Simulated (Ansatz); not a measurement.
Harmonic frequencies (cm⁻¹) at PBE0-D4/def2-TZVP from Ansatz: 152, 255, 290, 360, 467, 498, 595, 763, 842, 868, 953, 1154, 1511, 2327, 2649.

Each molecule was computed in one conformer, which needn't be the lowest.

Q: Which molecule is it?
A. `FB[AsH2]`
B. `F[SiH]1N=C1S`
C. `FC1=N[SiH2]S1`
D. `OB(Cl)C=S`

A: B.
